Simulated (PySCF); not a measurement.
Two-dimensional NMR puzzle

Compound of formula C$_{8}$H$_{15}$B. Correlations simulated from computed shifts and the bond graph:

HSQC (one-bond C–H):
```
  δH    δC
2.32  37.5
2.04  30.6
1.85  36.0
1.82  25.8
1.31  25.8
1.11  36.0
0.74  30.6
0.60  37.5
0.47   5.7
0.45   5.8
0.25  22.0
0.09  43.7
0.04   5.7
0.04   5.8
```

COSY cross peaks (H two or three bonds apart, from the bond graph; peaks can be absent where the dihedral angle is near 90°):
```
  δH    δH
7.63  2.32
7.63  2.04
7.63  0.74
7.63  0.60
2.32  0.60
2.32  0.09
2.04  1.82
2.04  1.31
2.04  0.74
1.85  1.82
1.85  1.31
1.85  1.11
1.85  0.09
1.82  1.31
1.82  1.11
1.82  0.74
1.31  1.11
1.31  0.74
1.11  0.09
0.60  0.09
0.47  0.45
0.47  0.25
0.47  0.04
0.47  0.04
0.45  0.25
0.45  0.04
0.45  0.04
0.25  0.09
0.25  0.04
0.25  0.04
0.04  0.04
```

HMBC (two and three bonds, from the bond graph):
```
  δH                                δC
7.63            43.7, 37.5, 30.6, 25.8
2.32            43.7, 36.0, 30.6, 22.0
2.04                  37.5, 36.0, 25.8
1.85      43.7, 37.5, 30.6, 25.8, 22.0
1.82                  43.7, 36.0, 30.6
1.31                  43.7, 36.0, 30.6
1.11      43.7, 37.5, 30.6, 25.8, 22.0
0.74                  37.5, 36.0, 25.8
0.60            43.7, 36.0, 30.6, 22.0
0.47                   43.7, 22.0, 5.8
0.45                   43.7, 22.0, 5.7
0.25        43.7, 37.5, 36.0, 5.8, 5.7
0.09  37.5, 36.0, 25.8, 22.0, 5.8, 5.7
0.04                   43.7, 22.0, 5.8
0.04                   43.7, 22.0, 5.7
```

Theoretical values (PySCF 2.14): shieldings: GIAO PBE0/pcSseg-1, structure optimised with PBE0-D3(BJ)/def2-SVP. Single conformer, in vacuum, non-relativistic Hamiltonian.

Shifts are taken against calculated references (same method and geometry level): 1H (σ = 31.27 ppm), 13C (σ = 184.41 ppm) against TMS.

Exchangeable hydrogens are left out of these lists.

Problem. Work out the connectivity.

Solution. SMILES B1CCC[C@@H](C2CC2)C1.

Atom-mapped SMILES (the numbers label the heavy atoms): `[BH:1]1[CH2:2][CH2:3][CH2:4][C@@H:5]([CH:6]2[CH2:7][CH2:8]2)[CH2:9]1`; H(Xn) means a hydrogen on atom n. Ha(C7), Ha(C8) are cis to C5 on the ring; Ha(C2), Ha(C3), Ha(C4), Ha(C9) are cis to C6 on the ring; Hb(C7), Hb(C8) are trans to C5 on the ring; Hb(C2), Hb(C3), Hb(C4), Hb(C9) are trans to C6 on the ring.

δC 43.7 is C5, an sp3 CH in a ring (δH 0.09). δC 37.5 is C9, an sp3 CH2 bonded to B (δH 2.32, 0.60). δC 36.0 is C4, an sp3 CH2 in a ring (δH 1.85, 1.11). δC 30.6 is C2, an sp3 CH2 bonded to B (δH 0.74, 2.04). δC 25.8 is C3, an sp3 CH2 in a ring (δH 1.82, 1.31). δC 22.0 is C6, a three-membered-ring carbon (δH 0.25). δC 5.8 is C7, a three-membered-ring carbon (δH 0.45, 0.04). δC 5.7 is C8, a three-membered-ring carbon (δH 0.04, 0.47). COSY links 7.63–2.32, 7.63–2.04, 7.63–0.74, 7.63–0.60, 2.32–0.60, 2.32–0.09.

The data come from this structure; uniqueness wasn't tested.

Hydrogens on boron are broadened and split by 11B (spin 3/2, 80 %) and 10B (spin 3). A carbon bonded to boron is broadened by the quadrupolar boron nucleus and is often missing from a measured spectrum. Shifts are as computed. Against solution values, carbons near 30 ppm lie about +2 ppm off and those near 130 ppm about +5 ppm. Of 1313 compounds with measured shifts, 239 miss one by over three times the rms of a fit or turn the order of signals round; such compounds aren't used in these exercises.
